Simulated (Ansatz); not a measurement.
Stepwise reaction of `N[Si](N)([SiH3])[SiH3]` with water, as a gas-phase model of exchange steps in deposition or etching. ΔE in kJ/mol.

Computed with Ansatz on PBE0-D4/def2-TZVP structures; ΔE is electronic, products minus reactants. CCSD(T)/CBS adds triple-zeta CCSD(T) − MP2 to the extrapolated MP2 energy (def2 sets, frozen cores). This one scheme is used for every species. Functionals use def2-TZVPP. B3LYP here is the variant with VWN-RPA as its local correlation; programs differ in this. Each species was taken in one conformer, which may not be the lowest.

```
step                                           reaction  PBE-D4  B3LYP-D4  ωB97M-V  CCSD(T)/CBS
   2  `N[Si](N)(O)[SiH3]` + H₂O → `N[Si](N)(O)O` + SiH₄  -103.5    -126.4   -133.9       -125.5
```

Problem. Give the row of step 1, `N[Si](N)([SiH3])[SiH3]` + H₂O → `N[Si](N)(O)[SiH3]` + SiH₄. (An estimate is asked.)

Solution. The calculation gave: 
| step | reaction | PBE-D4 | B3LYP-D4 | ωB97M-V | CCSD(T)/CBS |
| --- | --- | --- | --- | --- | --- |
| 1 | `N[Si](N)([SiH3])[SiH3]` + H₂O → `N[Si](N)(O)[SiH3]` + SiH₄ | -99.3 | -121.6 | -128.9 | -120.1 |

Problem. By hand: ΔE of the 2 steps together at CCSD(T)/CBS.

Solution. (-120.1) + (-125.5) = -245.6 kJ/mol, or -122.8 kJ/mol a step.

In ΔE each step is lower than the one before. All are downhill at CCSD(T)/CBS. PBE-D4 differs from CCSD(T)/CBS by 20.8 to 22.0 kJ/mol a step. Isolated molecules leave out the surface, adducts and barriers. Largest T1 diagnostic: 0.013.
